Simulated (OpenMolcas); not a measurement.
## Ionisation energies of antimony

| Property | Result |
| --- | --- |
| Program | OpenMolcas 26.06 |
| Basis | ANO-RCC-VDZP [6s5p3d1f] |
| Scalar Hamiltonian | DKH2, point nucleus |
| Spin-orbit coupling | RASSI with atomic mean-field integrals over the reference wave functions, term energies averaged over their components |

Active shells in each charge state: the valence s, p shells, with orbitals averaged over the low states. Where CASPT2's correlated closed shells are named, they are those of the first ion.

A. CASSCF
B. SS-CASPT2, IPEA 0.25 Eh, imaginary shift 0.1 Eh (closed shells correlated: 4s 4p 4d)

Energies in eV between the lowest computed levels (charge -1 gives the electron affinity), named as in B; reference values from the NIST Atomic Spectra Database with their kind.

| From | To | A | B | Spin-orbit share in B | Reference |
| --- | --- | --- | --- | --- | --- |
| Sb- 5s² 5p⁴ ³P₂ | Sb 5s² 5p³ ⁴S°_3/2 | -0.313 | 0.096 | +0.108 |  |
| Sb 5s² 5p³ ⁴S°_3/2 | Sb+ 5s² 5p² ³P₀ | 7.960 | 8.519 | -0.512 | 8.608 (measured) |
| Sb+ 5s² 5p² ³P₀ | Sb2+ 5s² 5p ²P°_1/2 | 15.850 | 16.473 | +0.033 | 16.626 (measured) |
| Sb2+ 5s² 5p ²P°_1/2 | Sb3+ 5s² ¹S₀ | 24.281 | 25.045 | +0.529 | 25.323 (measured) |
| Sb3+ 5s² ¹S₀ | Sb4+ 5s ²S_1/2 | 42.424 | 43.139 | +0.000 | 43.804 (measured) |
| Sb4+ 5s ²S_1/2 | Sb5+ 4d¹⁰ ¹S₀ | 53.308 | 54.408 | +0.000 | 55.000 (semi-empirical) |

Error against the reference values, in %:

| From | Reference | A | B |
| --- | --- | --- | --- |
| Sb | measured | -7.5 | -1.0 |
| Sb+ | measured | -4.7 | -0.9 |
| Sb2+ | measured | -4.1 | -1.1 |
| Sb3+ | measured | -3.2 | -1.5 |
| Sb4+ | semi-empirical | -3.1 | -1.1 |

Mean absolute error over the 4 measured values: A 0.96 eV, B 0.30 eV. B lies closest.

No diffuse functions were added, so the electron affinity comes out too small, and without dynamic correlation a bound anion can come out unbound.

° marks odd parity.
